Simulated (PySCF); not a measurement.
H3F3OSi2, SMILES F[SiH2]O[SiH](F)F, CAM-B3LYP/def2-SVP optimised geometry.

```
9

Si     1.51    -0.16    -0.06
F      2.03    -0.42    -1.56
O     -0.08    -0.55     0.00
Si    -1.70    -0.55     0.00
F     -2.22    -1.21     1.36
F     -2.23     0.97     0.00
H      2.26    -1.07     0.84
H      1.70     1.27     0.25
H     -2.26    -1.27    -1.15
```

Density from CAM-B3LYP/def2-TZVP (PySCF) at that geometry.

Minimum of the electron density along straight lines between bonded atoms, close to the bond critical point (lines longer than 1.1 times the sum of covalent radii, or with two minima, are not listed):

```
bond    length / Å  ρ at the minimum / e bohr⁻³  ∇²ρ there / e bohr⁻⁵  position (fraction from the first atom)
------  ----------  ---------------------------  --------------------  ---------------------------------------
Si1–F2       1.612                        0.135                  0.91                                     0.42
Si1–O3       1.643                        0.132                  0.84                                     0.41
O3–Si4       1.620                        0.142                  0.91                                     0.59
Si4–F5       1.601                        0.140                  0.96                                     0.42
Si4–F6       1.603                        0.139                  0.95                                     0.42
Si1–H7       1.476                        0.130                  0.12                                     0.49
Si1–H8       1.478                        0.130                  0.12                                     0.49
Si4–H9       1.464                        0.134                   ___                                     0.49
```

Fill in the missing entries.


- Si4–H9, ∇²ρ there / e bohr⁻⁵: 0.11
